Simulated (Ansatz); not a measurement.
Compare A (`CC[Si]Br`) with its isomer B (`C=C[SiH2]Br`).

Isolated molecules relaxed with PBE0-D4/def2-TZVP in Ansatz; ΔE leaves out vibrations. CCSD(T)/CBS adds triple-zeta CCSD(T) − MP2 to the extrapolated MP2 energy (def2 sets, frozen cores). DFT in def2-TZVPP. B3LYP here is the variant with VWN-RPA as its local correlation; programs differ in this. For Br outer-core shells are correlated without core-valence functions, which leaves a few kJ/mol of doubt a bond. Scalar relativity is left out up to krypton. One conformer a species, not always the lowest.

Question: Which isomer does CCSD(T)/CBS put lower? Give the gap. (Best estimate.)

Answer: Ansatz gave: B, by 11.8 kcal/mol.

Question: Give E(B) − E(A) in kcal/mol with CCSD/def2-TZVPP, BLYP-D4, PBE0-D4, r2SCAN-D4, B3LYP-D4, CCSD(T)/def2-TZVPP, LDA (SPW92). (Estimate.)

Answer: Ansatz gave: CCSD/def2-TZVPP -11.7, BLYP-D4 -9.7, PBE0-D4 -8.8, r2SCAN-D4 -12.0, B3LYP-D4 -10.7, CCSD(T)/def2-TZVPP -11.5, LDA (SPW92) -4.9. None reverses the order clearly.

Question: Does the order hold for the free energy at 298.15 K (harmonic terms from PBE0-D4)? (Estimate.)

Answer: Computed: Yes: G(B) − G(A) = -14.0 kcal/mol, for one conformer each. Modes under 60 cm⁻¹, often nearly free rotors, make the harmonic entropy too high.

Largest T1 diagnostic: 0.011.

From PBE to PBE0 (25 % exact exchange), in def2-TZVPP and without D4, E(B) − E(A) moves by −1.3 kcal/mol. At CCSD(T), def2-SVP lies +2.8 kcal/mol from the extrapolated value and def2-TZVPP +0.3 kcal/mol.
